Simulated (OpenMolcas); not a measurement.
**N3+: effect of the level shift or regulariser**

- Program: OpenMolcas
- Basis: ANO-RCC-VTZP [4s3p2d1f]
- Scalar Hamiltonian: DKH2, point nucleus
- Active space: 2 electrons in 4 orbitals (2s 2p)
- State averaging: 2S+1 = 3 even, 3 roots; 2S+1 = 1 even, 7 roots; 2S+1 = 3 odd, 3 roots; 2S+1 = 1 odd, 3 roots
- Spin-orbit coupling: RASSI with atomic mean-field integrals over the reference wave functions, term energies averaged over their components

Methods on the same reference wave functions:
A. CASSCF
B. MS-CASPT2, IPEA 0.25 Eh, imaginary shift 0.1 Eh (closed shells correlated: 1s)
C. MS-CASPT2, IPEA 0.25 Eh, real shift 0.2 Eh (closed shells correlated: 1s)

Energies in cm⁻¹ above 2s² ¹S₀, the measured ground level; measured values from Moore, Selected Tables of Atomic Spectra, NSRDS-NBS 3, section 4.

```
     Level       A       B       C  Measured
   2s² ¹S₀     0.0     0.0     0.0       0.0
2s 2p ³P°₀   68012   67241   67243     67209
2s 2p ³P°₁   68083   67311   67313     67272
2s 2p ³P°₂   68223   67451   67453     67416
2s 2p ¹P°₁  142235  132940  132965    130694
   2p² ³P₀  177652  175926  175926    175535
   2p² ³P₁  177721  175995  175995    175608
   2p² ³P₂  177858  176132  176132    175733
   2p² ¹D₂  199429  190557  190602    188882
   2p² ¹S₀  249382  237641  237687    235369
```

Deviations, from unrounded energies. A percentage is the sum of absolute deviations over the sum of measured energies, with the sign that they share, or ± where signs differ.

| Against measurement | Levels | A | B | C |
| --- | --- | --- | --- | --- |
| mean absolute deviation (cm-1) | 9 | 5000 | 830 | 840 |
| other configurations (%) | 9 | +3.5 | +0.6 | +0.6 |

B, C lie about equally close to measurement and A furthest from it. The largest miss of B in the table is 2p² ¹S₀, by +2300 cm-1. The ranking rests on the paired levels alone, and a cruder setting can come out closer through cancelling errors.

Between B and C the level of the table that moves most is 2p² ¹S₀, by 46 cm-1 (lowest in B, highest in C).

The lowest spin-free term lies below A's lowest term by 0.008 hartree in B, 0.008 hartree in C.

Computed and measured levels are paired by configuration, term and J; levels that our copy of the source lacks, or whose pairing is in doubt (as where it misses far off the trend of its configuration), stay unpaired and out of the deviations. Only configurations of the active space appear.

° marks odd parity.
